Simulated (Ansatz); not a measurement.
Basis-set extrapolation for C7H14 (`C[C@@H]1CC[C@@H](C)C1`) (PBE0-D4/def2-TZVP geometry, frozen core, Ansatz). Multiplicity 1, RHF reference.

|  | def2-TZVPP | def2-QZVPP |
| --- | --- | --- |
| HF | -273.333180 | -273.345724 |
| MP2 correlation | -1.218195 | -1.292759 |
| CCSD(T) correlation | -1.340877 | not run |

Energies in hartree. Use E(X) = E(∞) + A·exp(−7.88·√X) for Hartree–Fock and E(X) = E(∞) + B·X^(−2.97) for correlation, with X = 3 and 4, and add CCSD(T) minus MP2 of the smaller set to the MP2 limit.

Question: What is the CCSD(T) energy at the basis-set limit?

Answer: HF limit: -273.345724 + (-0.012544) × 0.13774 = -273.34745. MP2 limit: -1.292759 + (-0.074564) × 0.74074 = -1.34799. Higher-order term: -1.340877 − (-1.218195) = -0.12268. Total: -274.81812 hartree, 378.2 kJ/mol below CCSD(T)/def2-TZVPP.
